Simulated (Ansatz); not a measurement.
Wavefunction ladder for `CCB(O)O[SiH3]`

```xyz
15

C     2.214   -0.604   -0.379
C     0.877   -0.220    0.240
B    -0.295    0.047   -0.774
O    -0.076   -0.069   -2.111
O    -1.558    0.399   -0.360
Si   -2.219    0.635    1.129
H     2.577    0.177   -1.050
H     2.125   -1.516   -0.973
H     2.978   -0.774    0.383
H     0.546   -0.998    0.942
H     0.992    0.676    0.866
H    -0.869    0.119   -2.621
H    -2.131   -0.605    1.943
H    -3.641    0.997    0.923
H    -1.521    1.735    1.844
```

Total charge 0; spin multiplicity 1. The geometry is a stationary point of PBE0-D4/def2-TZVP. It is one conformer, not always the lowest. Frozen core, restricted reference, Ansatz. CBS rows extrapolate triple and quadruple zeta; past MP2 they add the triple-zeta difference.

| basis | HF (Eh) | MP2 corr. |
| --- | --- | --- |
| def2-TZVPP | -544.60474 | -1.04702 |
| def2-QZVPP | -544.62647 | -1.12347 |

Question: Estimate the CCSD correlation energy and the (T) correction in each basis where they were run (hartree).

Answer: 
```json
{"basis": "def2-TZVPP", "CCSD corr.": "-1.09935", "(T)": "-0.03998"}
{"basis": "CBS(def2)", "CCSD corr.": "-1.23243", "(T)": "as TZ"}
```
